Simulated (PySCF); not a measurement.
What settings do to a single point of Cs2F2

The sound run of Cs2F2 (singlet) uses PySCF 2.14.0, RKS PBE0, Cs def2-SVP with ECP46, F def2-SVP; non-relativistic Hamiltonian with scalar-relativistic core potentials where named; density fitting; no spin-orbit coupling, grid (50, 194), threshold 1e-8 Eh and 55 cycles, at the relaxed geometry:

```xyz
4

Cs    0.0000    0.0000    2.0347
Cs    0.0000    0.0000   -2.0347
F     1.6273    0.0000    0.0000
F    -1.6273    0.0000    0.0000
```

There Cs1 has a Mulliken charge of 0.58 e and the dipole about the centre of mass is 0.00 D. Each run below changes one thing and starts from free metal ions and neutral atoms unless it says otherwise; with 55 cycles, smearing, a level shift and second-order steps follow where DIIS fails, and their cycles count. Energy shifts count from the sound run.

```csv
change,outcome,cycles,energy shift (eV),largest force component (eV/Å),charge on Cs1 (e),dipole about the centre of mass (D)
"grid (15, 26)",converged,10,-8.97,0.72,0.65,0.00
start from a density of up to 30 smeared cycles (not counted),converged,6,0.0000,0.00,0.58,0.00
"spin (2S) set to 12, limit 83 cycles",converged,16,67.30,1.90,-0.65,0.00
threshold 1e-05,converged,9,0.0000,0.00,0.58,0.00
```

Task: How does the run with this change end: all coordinates × 1.05?

Result: outcome converged, cycles 11, energy shift (eV) 0.13, largest force component (eV/Å) 0.79, charge on Cs1 (e) 0.59, dipole about the centre of mass (D) 0.00.

Unsound on purpose, so not properties of the compound: grid (15, 26); spin (2S) set to 12, limit 83 cycles.

Forces carry noise of the integration grid, about 0.01 to 0.03 eV/Å.
